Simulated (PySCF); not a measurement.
# Be⁺: ionisation energy

Be⁺ [He] 2s1 (2S) → Be²⁺ 1s2 (1S), as a difference of total energies. Computed with PySCF 2.14 in cc-pVTZ-DK, with the spin-free X2C one-electron Hamiltonian (Gaussian nucleus). The calculations carry no spin-orbit coupling.

```
method  ionisation energy (eV)  error (eV)
   UHF                  18.128      -0.083
  PBE0                  18.455      +0.244
 M06-L                  17.663      -0.548
```

Reference: 18.211 eV (measured; NIST Atomic Spectra Database, ionization energies).
